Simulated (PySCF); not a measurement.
# Atomic charges against the basis set

Species: CH9NOSi2.
Z-matrix (Å and degrees, PBE0-D3(BJ)/def2-SVP geometry), rows numbered from 1:
```
C 
Si  1  1.8783
N   2  1.7375  1  110.97
Si  2  2.3428  1  113.35  3  -112.34
O   4  1.6836  2  102.20  1   151.59
H   1  1.1020  2  110.54  3   -63.19
H   1  1.1003  2  110.84  3    56.68
H   1  1.1013  2  110.96  3   177.67
H   2  1.5075  1  107.05  3   126.65
H   3  1.0144  2  120.96  1    67.46
H   3  1.0164  2  115.63  1  -153.96
H   4  1.5031  2  112.11  1    33.27
H   4  1.5011  2  114.72  1   -87.84
H   5  0.9617  4  116.71  2  -171.22
```

PBE0 throughout (PySCF), one geometry, spherical d and f functions. One conformer (not necessarily the lowest) at the PBE0-D3(BJ)/def2-SVP geometry, without solvent, vibrations or thermal averaging. Atoms taken as equivalent share a column and are averaged. The first 7 of 11 kinds of atom are listed.

Mulliken charges (e):

```
        basis  functions      C1     Si2      N3     Si4      O5  H6/H7/H8      H9
       STO-3G         42  -0.400  +0.616  -0.589  +0.499  -0.439    +0.071  -0.141
        6-31G         71  -0.815  +0.757  -1.012  +0.637  -0.823    +0.193  -0.141
     pcSseg-0         71  -1.167  +0.864  -1.051  +0.604  -0.837    +0.258  -0.069
       6-31G*         96  -0.765  +0.558  -0.937  +0.468  -0.764    +0.196  -0.102
      cc-pVDZ        123  -0.271  +0.291  -0.318  +0.345  -0.381    +0.065  -0.091
     def2-SVP        123  -0.350  +0.376  -0.417  +0.425  -0.438    +0.075  -0.100
  aug-cc-pVDZ        204  +0.433  +0.635  -0.337  -0.071  -0.735    -0.263  +0.295
6-311+G(2d,p)        205  -0.749  +0.759  -0.843  +0.465  -0.675    +0.161  -0.077
    def2-TZVP        221  -0.489  +0.324  -0.635  +0.277  -0.551    +0.139  -0.059
     IGLO-III        283  -0.622  +0.675  -0.698  +0.741  -0.628    +0.141  -0.193
      cc-pVTZ        284  -0.397  +0.271  -0.362  +0.289  -0.385    +0.107  -0.090
     pcSseg-2        320  -0.272  +0.513  -0.546  +0.579  -0.556    +0.053  -0.139
```

IAO charges (e):

```tsv
basis	functions	C1	Si2	N3	Si4	O5	H6/H7/H8	H9
STO-3G	42	-0.643	+0.704	-0.689	+0.612	-0.586	+0.130	-0.132
6-31G	71	-0.710	+0.670	-0.809	+0.553	-0.749	+0.162	-0.124
pcSseg-0	71	-0.713	+0.667	-0.778	+0.539	-0.726	+0.161	-0.122
6-31G*	96	-0.712	+0.754	-0.828	+0.662	-0.776	+0.154	-0.158
cc-pVDZ	123	-0.710	+0.751	-0.822	+0.656	-0.775	+0.153	-0.159
def2-SVP	123	-0.704	+0.757	-0.813	+0.665	-0.771	+0.150	-0.163
aug-cc-pVDZ	204	-0.723	+0.757	-0.854	+0.662	-0.799	+0.157	-0.155
6-311+G(2d,p)	205	-0.734	+0.781	-0.864	+0.685	-0.807	+0.158	-0.163
def2-TZVP	221	-0.738	+0.789	-0.862	+0.694	-0.807	+0.158	-0.166
IGLO-III	283	-0.738	+0.787	-0.866	+0.691	-0.810	+0.159	-0.165
cc-pVTZ	284	-0.735	+0.778	-0.857	+0.683	-0.802	+0.159	-0.163
pcSseg-2	320	-0.738	+0.787	-0.865	+0.691	-0.808	+0.159	-0.165
```

Some averages cover members that differ in this geometry, most widely: H6/H7/H8, Mulliken in aug-cc-pVDZ -0.300 to -0.220 e.

Task: Which scheme is steadiest as the basis changes?

Result: Largest range over the bases for any column: IAO 0.22 e, Mulliken 1.60 e. IAO charges move least and Mulliken charges most, counted in e. Without the minimal STO-3G basis the ranges are IAO 0.15, Mulliken 1.60 e.

Task: How much do the charges still move between the two largest bases, cc-pVTZ and pcSseg-2?

Result: At most, over all atoms: Mulliken 0.290 e, IAO 0.008 e.

Task: What do the same runs give for the total energy, the frontier levels and the dipole moment?

Result: 
| basis | energy (Eh) | HOMO (eV) | LUMO (eV) | μ (D) |
| --- | --- | --- | --- | --- |
| STO-3G | -743.1316 | -3.35 | 6.42 | 0.64 |
| 6-31G | -751.9396 | -6.62 | 0.04 | 0.55 |
| pcSseg-0 | -750.9961 | -6.72 | 0.01 | 0.58 |
| 6-31G* | -752.0567 | -6.82 | 0.08 | 0.59 |
| cc-pVDZ | -752.1044 | -6.86 | 0.14 | 0.69 |
| def2-SVP | -751.7951 | -6.92 | 0.15 | 0.70 |
| aug-cc-pVDZ | -752.1313 | -7.14 | -0.63 | 0.40 |
| 6-311+G(2d,p) | -752.1928 | -7.17 | -0.61 | 0.44 |
| def2-TZVP | -752.2102 | -7.14 | -0.34 | 0.56 |
| IGLO-III | -752.2169 | -7.17 | -0.35 | 0.48 |
| cc-pVTZ | -752.2080 | -7.10 | -0.21 | 0.60 |
| pcSseg-2 | -752.2261 | -7.19 | -0.48 | 0.45 |

The dipole is fixed by the density alone, so its range of 0.30 D shows that the density itself changes with the basis, not only its division among atoms.
